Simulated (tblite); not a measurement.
C3H7SSi (doublet state).
Numbering: `[CH2:1][C:2](=[CH2:3])[S:4][SiH3:5]` (hydrogens: H6, H7 on C1; H8, H9 on C3; H10, H11, H12 on Si5)
Bond orders are those of one Lewis drawing.

Computed with GFN2-xTB (tblite), gas phase: L-BFGS steps from a force-field or distance-geometry start until the largest atomic force falls under 0.01 eV/Å.

Step 20: E = -405.4163 eV
```
atom  x, y, z in Å  |  force x, y, z in eV/Å
C1     -1.6924   -0.7112    0.0827    0.025  -0.001   0.008
C2     -0.8336    0.2744   -0.3319   -0.017  -0.013  -0.056
C3     -0.9451    1.6023   -0.0105    0.015   0.024   0.028
S4      0.4967   -0.1988   -1.4543    0.025  -0.012   0.051
Si5     2.0358   -0.6854   -0.0444   -0.018   0.011  -0.011
H6     -1.5615   -1.7313   -0.2207    0.021  -0.050  -0.032
H7     -2.5344   -0.4780    0.7080   -0.023   0.026   0.041
H8     -1.7557    1.9475    0.6068    0.011   0.008   0.016
H9     -0.2445    2.3275   -0.3794   -0.004   0.000  -0.012
H10     3.1188   -1.0750   -0.9284    0.022  -0.009   0.022
H11     2.3415    0.4944    0.7582   -0.029   0.005  -0.025
H12     1.5756   -1.7672    0.8200   -0.028   0.011  -0.029
```

Step 21: E = -405.4168 eV
```
atom  x, y, z in Å  |  force x, y, z in eV/Å
C1     -1.6926   -0.7127    0.0813    0.037   0.011   0.015
C2     -0.8355    0.2748   -0.3336   -0.008  -0.015  -0.049
C3     -0.9433    1.6029   -0.0091    0.008   0.008   0.014
S4      0.4948   -0.1974   -1.4583    0.027  -0.015   0.073
Si5     2.0332   -0.6846   -0.0462   -0.031   0.015  -0.015
H6     -1.5567   -1.7341   -0.2186    0.008  -0.018  -0.029
H7     -2.5338   -0.4800    0.7091   -0.009   0.015   0.025
H8     -1.7528    1.9495    0.6098    0.029   0.002   0.004
H9     -0.2409    2.3264   -0.3800   -0.024  -0.012   0.001
H10     3.1202   -1.0757   -0.9239    0.022  -0.008   0.011
H11     2.3366    0.4949    0.7571   -0.027   0.014  -0.023
H12     1.5719   -1.7650    0.8189   -0.033   0.005  -0.028
```

Step 22: E = -405.4173 eV
```
atom  x, y, z in Å  |  force x, y, z in eV/Å
C1     -1.6925   -0.7139    0.0805    0.035   0.012   0.022
C2     -0.8374    0.2752   -0.3359   -0.001  -0.011  -0.024
C3     -0.9418    1.6033   -0.0077    0.000  -0.013  -0.004
S4      0.4938   -0.1965   -1.4604    0.019  -0.013   0.062
Si5     2.0310   -0.6838   -0.0479   -0.022   0.011  -0.009
H6     -1.5531   -1.7364   -0.2177   -0.005   0.020  -0.021
H7     -2.5331   -0.4812    0.7108    0.015   0.000   0.003
H8     -1.7501    1.9513    0.6125    0.039  -0.004  -0.002
H9     -0.2388    2.3256   -0.3809   -0.032  -0.017   0.009
H10     3.1225   -1.0767   -0.9194    0.014  -0.005   0.005
H11     2.3322    0.4956    0.7554   -0.024   0.022  -0.018
H12     1.5684   -1.7631    0.8171   -0.037  -0.002  -0.024
```

**Question.** Estimate the geometry and energy of step 23. (The exact step hangs on the optimiser's Hessian estimate; all steps are aligned on step 22, rigid shifts and turns removed.)

**Answer.** E = -405.4176 eV, largest force 0.049 eV/Å
```
atom  x, y, z in Å  |  force x, y, z in eV/Å
C1     -1.6920   -0.7147    0.0803    0.023   0.005   0.024
C2     -0.8389    0.2754   -0.3381    0.007  -0.004   0.006
C3     -0.9407    1.6033   -0.0066   -0.006  -0.027  -0.019
S4      0.4935   -0.1961   -1.4608    0.006  -0.010   0.026
Si5     2.0293   -0.6831   -0.0493    0.000   0.002   0.006
H6     -1.5508   -1.7378   -0.2177   -0.014   0.045  -0.013
H7     -2.5322   -0.4819    0.7123    0.032  -0.010  -0.012
H8     -1.7476    1.9525    0.6146    0.036  -0.008  -0.001
H9     -0.2381    2.3247   -0.3816   -0.028  -0.013   0.010
H10     3.1248   -1.0776   -0.9157    0.003  -0.001   0.004
H11     2.3287    0.4965    0.7537   -0.021   0.028  -0.013
H12     1.5652   -1.7619    0.8152   -0.038  -0.007  -0.019
```

The energy changes by -0.0004 eV. The first-order estimate −F·Δx gives -0.0005 eV and the mean of the old and new forces, exact on a quadratic surface, -0.0003 eV. The step makes an angle of 66° with the force vector and moves no atom by more than 0.004 Å.

What follows is the cost of the whole relaxation. On an Arm Neoverse N1 with one thread, shared host, this took 0.37 s.
